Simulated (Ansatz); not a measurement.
Two isomers of C3H2F6: A = `FC(F)C(F)(F)C(F)F`, B = `FC(F)(F)CC(F)(F)F`.

Isolated molecules relaxed with PBE0-D4/def2-TZVP in Ansatz; ΔE leaves out vibrations. CBS: MP2 limit from def2 TZ/QZ plus the TZ coupled-cluster correction, frozen cores. Functionals use def2-TZVPP. B3LYP here is the variant with VWN-RPA as its local correlation; programs differ in this. One conformer a species, not always the lowest.

**Question.** Which is lower in electronic energy at CCSD(T)/CBS, and by how much? (Best estimate.)

**Answer.** Ansatz gave: B, by 104.2 kJ/mol.

**Question.** Give E(B) − E(A) in kJ/mol with CCSD/def2-TZVPP, BLYP-D4, B3LYP-D4, HF/def2-TZVPP, PBE0-D4, LDA (SPW92), B2PLYP. (Best estimate.)

**Answer.** Ansatz gave: CCSD/def2-TZVPP -105.8, BLYP-D4 -93.6, B3LYP-D4 -99.5, HF/def2-TZVPP -107.4, PBE0-D4 -109.2, LDA (SPW92) -115.8, B2PLYP -103.6. None reverses the order clearly.

**Question.** Does the order hold for the free energy at 298.15 K (harmonic terms from PBE0-D4)? (An estimate is asked.)

**Answer.** Computed: Yes: G(B) − G(A) = -105.8 kJ/mol, for one conformer each. Modes under 60 cm⁻¹, often nearly free rotors, make the harmonic entropy too high.

Largest T1 diagnostic: 0.012.

Leaving LDA and LC-ωPBE aside and taking each functional with its dispersion term where it has one, the values, not all of them listed here, spread over 21.1 kJ/mol, from r2SCAN0-D4 to BLYP-D4. LDA lies −12.2 kJ/mol from PBE without D4. At CCSD(T), def2-SVP lies −16.5 kJ/mol from the extrapolated value and def2-TZVPP −2.0 kJ/mol.
